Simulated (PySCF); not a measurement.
How methods differ on the ionisation energy of Cd³⁴⁺

Cd³⁴⁺ [Ne] 3s2 3p2 (3P) → Cd³⁵⁺ [Ne] 3s2 3p1 (2P), as a difference of total energies. Computed with PySCF 2.14 in an uncontracted even-tempered set (18 s from 5.3 bohr⁻², ratio 2.5; 12 p from 6.9 bohr⁻², ratio 2.5; 4 d from 29 bohr⁻², ratio 2.7; 4 f from 43 bohr⁻², ratio 2.7), with the spin-free X2C one-electron Hamiltonian (Gaussian nucleus). Correlated levels: outer shells: 1s2 frozen; virtual orbitals above 40 to 60 times the deepest correlated orbital energy dropped. The calculations carry no spin-orbit coupling.

```json
{"method": "UHF", "ionisation energy (eV)": "2167.9"}
{"method": "MP2 (outer shells)", "ionisation energy (eV)": "2168.4"}
{"method": "SCS-MP2 (outer shells)", "ionisation energy (eV)": "2168.2"}
{"method": "CCSD (outer shells)", "ionisation energy (eV)": "2168.3"}
{"method": "CCSD(T) (outer shells)", "ionisation energy (eV)": "2168.3"}
```

Spin-orbit coupling is strong in these open shells (close to jj coupling). The scalar numbers leave it out and a first-order estimate fails, so it can dominate the gap to the real levels.

Breit and QED terms and the two-electron picture change are absent.

For comparison: 2195 ± 4 eV (semi-empirical (NIST evaluation); NIST Atomic Spectra Database, ionization energies).
